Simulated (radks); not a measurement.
Valence configurations of N IV (all share [He]). Method: non-relativistic Kohn-Sham, r2SCAN, spin-polarised, spherical densities, point nucleus; open shells are filled with parallel spins first; meta-GGA in the generalised Kohn-Sham scheme; computed with a radial shooting solver on a logarithmic mesh with Libxc functionals. Energies are relative to 2s2; eigenvalues in eV for spin up.

valence,E (eV),moment (Bohr magnetons),e(2p),e(2s)
2s2,0.000,0,-,-68.477
2s1.5 2p0.5,5.044,1,-57.671,-70.067
2s1 2p1,7.408,2,-58.571,-70.938
2s0.5 2p1.5,13.548,2,-58.304,-70.496
2p2,19.594,2,-57.968,-

NIST lists [He] 2s2 as the ground configuration; this level of theory agrees among the configurations tried. The energies are those of spherical high-spin densities, not of single terms.
